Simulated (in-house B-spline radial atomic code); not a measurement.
# Ionising the barium ion Ba⁵⁺ with different functionals

Computed with an all-electron radial atomic-structure program (B-spline basis): four-component Dirac-Coulomb Hamiltonian, Fermi nucleus of rms radius 4.8378 fm, spin-restricted, spherical fractional occupations for the functionals. The ionisation energy is the difference of two self-consistent energies, [Kr] 4d10 5s2 5p3 → [Kr] 4d10 5s2 5p2, without Breit or QED terms; ε is the level of the shell that loses the electron (mean over j). The electron is taken from both j subshells in proportion to 2j + 1, so the result is a j average, not the step between ground levels.

Hybrids are left out here: with spherical fractional occupations of an open shell their exact exchange keeps a self-interaction that integer-occupation calculations don't have.

```tsv
method	rung	ΔSCF (eV)	-ε(5p) (eV)
LDA VWN5	LDA	73.07	66.68
relativistic LDA	LDA	73.03	66.64
LDA PW92	LDA	73.07	66.67
LDA exchange-only	LDA	71.51	65.12
PBE	GGA	72.69	66.34
PBEsol	GGA	72.78	66.42
BLYP	GGA	72.61	66.22
RPBE	GGA	72.59	66.27
PW91	GGA	72.82	66.45
BP86	GGA	72.88	66.52
AM05	GGA	72.77	66.41
OLYP	GGA	72.67	66.36
```

**Question.** How do they compare with the NIST value?

**Answer.** NIST lists 71 eV ± 2 (tabulated theory, ground level to ground level). Errors run from +0.51 to +2.07 eV; all lie within about twice that uncertainty, so the table can't rank the methods.
